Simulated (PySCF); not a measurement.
Task: Write Cartesian coordinates for `CN(C)c1ccccc1Cl` as optimised with PBE0-D3(BJ)/def2-SVP.

Result: 
```xyz
20
C8H10ClN angstrom
C     -1.977    1.070    1.419
N     -1.208   -0.086    1.010
C     -1.941   -0.962    0.136
C      0.152    0.101    0.746
C      0.703   -0.143   -0.523
C      2.062    0.018   -0.781
C      2.920    0.448    0.226
C      2.408    0.687    1.499
C      1.054    0.502    1.758
Cl     0.508    0.700    3.396
H     -1.403    1.700    2.108
H     -2.284    1.691    0.552
H     -2.888    0.744    1.946
H     -2.188   -0.511   -0.850
H     -2.893   -1.231    0.618
H     -1.376   -1.889   -0.040
H      0.043   -0.456   -1.333
H      2.445   -0.182   -1.784
H      3.986    0.584    0.033
H      3.058    0.996    2.319
```

Orientation and origin are arbitrary. Atoms count from 1 in this order. N2 (aniline-type nitrogen) has angles 117.6°, 117.5° and 112.8°, sum 348.0°, 0.29 Å off the plane of its three neighbours. The C–C distances run from 1.391 Å (C8–C9, aromatic) to 1.414 Å (C4–C9, aromatic), a spread of 0.023 Å. Of the pairs four or more bonds apart, Cl10···H11 is among the closest relative to their van der Waals radii: 2.51 Å, 85 % of the sum of Bondi's values. The 3 C–N bonds span 1.397 Å (N2–C4, drawn single) to 1.448 Å (C1–N2, drawn single), a spread of 0.051 Å.

Bonds between heavy atoms (Å): C1–N2 1.448, N2–C3 1.438, N2–C4 1.397, C4–C5 1.406, C5–C6 1.392, C6–C7 1.391, C7–C8 1.393, C8–C9 1.391, C9–Cl10 1.738, C4–C9 1.414.

Level of theory: PBE0-D3(BJ)/def2-SVP geometry optimisation, gas phase in PySCF 2.14.0.

Point group: C1 (no symmetry element, even within 0.4 Å). PBE0-D3(BJ)/def2-SVP frequencies: not computed here.

Cost: about 4 min of CPU time on one thread; the machine was shared, so the figure is rough. This is the geometry optimisation.
